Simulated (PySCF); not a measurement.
CH₅BClN. Atoms are numbered in the order given.

```xyz
9

B      0.5556     0.0964     0.0000
Cl    -0.0828     1.7599     0.0000
H      1.7559    -0.0799     0.0000
N     -0.3305    -0.9821     0.0000
C      0.0229    -2.3891     0.0000
H     -1.3364    -0.7891     0.0000
H     -0.3693    -2.9150     0.8976
H     -0.3693    -2.9150    -0.8976
H      1.1245    -2.4914     0.0000
```
Charge 0, spin multiplicity 1.

Coordinates come from a PBE-D3(BJ)/def2-SVP optimisation. Other conformers were not sampled.

These are CAM-B3LYP/def2-TZVP (PySCF) values and carry that method's errors.

Symmetry labels are those of the subgroup Cs that the program uses (full group Cs).

### Question
List the valence orbital energies around the gap with their symmetry. (The exact figures need the calculation; the answer reports its results.)

### Answer

| orbital | symmetry | energy (eV) |
|---|---|---|
| HOMO−7 | A' | -15.05 |
| HOMO−6 | A" | -13.99 |
| HOMO−5 | A' | -13.63 |
| HOMO−4 | A' | -12.40 |
| HOMO−3 | A' | -11.73 |
| HOMO−2 | A" | -11.04 |
| HOMO−1 | A' | -9.95 |
| HOMO | A" | -9.16 |
| LUMO | A" | 1.25 |
| LUMO+1 | A' | 1.70 |
| LUMO+2 | A' | 2.48 |
| LUMO+3 | A' | 3.02 |
